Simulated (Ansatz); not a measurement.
Start from `[SiH3]OCI` and change one atom or group to get `NCO[SiH3]`.

Ansatz, PBE0-D4/def2-TZVP geometries, multiplicity 1. Each molecule was computed in one conformer, which needn't be the lowest.

Elements past krypton have def2 core potentials.

| property | `[SiH3]OCI` |
| --- | --- |
| size of the dipole moment (ωB97M-V/def2-TZVPP) / D | 1.57 |
| HOMO energy (ωB97M-V/def2-TZVPP) / eV | -9.52 |
| HOMO energy (PBE0/def2-TZVPP) / eV | -7.33 |
| size of the dipole moment (B3LYP/def2-TZVPP) / D | 1.60 |
| LUMO energy (ωB97M-V/def2-TZVPP) / eV | 0.91 |
| LUMO energy (PBE0/def2-TZVPP) / eV | -1.01 |

Problem. What does the change do to each property? (Best estimate.)

Solution. The calculation gave: 
| property | `NCO[SiH3]` | shift |
| --- | --- | --- |
| size of the dipole moment (ωB97M-V/def2-TZVPP) / D | 0.16 | -1.41 |
| HOMO energy (ωB97M-V/def2-TZVPP) / eV | -10.12 | -0.60 |
| HOMO energy (PBE0/def2-TZVPP) / eV | -7.68 | -0.35 |
| size of the dipole moment (B3LYP/def2-TZVPP) / D | 0.16 | -1.44 |
| LUMO energy (ωB97M-V/def2-TZVPP) / eV | 1.98 | 1.07 |
| LUMO energy (PBE0/def2-TZVPP) / eV | 0.38 | 1.39 |

With PBE0 the HOMO falls by 0.35 eV and the LUMO rises by 1.39 eV, so the gap widens by about 1.74 eV. PBE moves the HOMO by -0.01 eV and ωB97M-V by -0.60 eV. Dipoles are sizes alone; their direction can turn.

B3LYP here is the variant with VWN-RPA as its local correlation; programs differ in this.

Spin–orbit coupling is left out; it splits and shifts lone-pair levels of the heavy atoms by tenths of an eV.
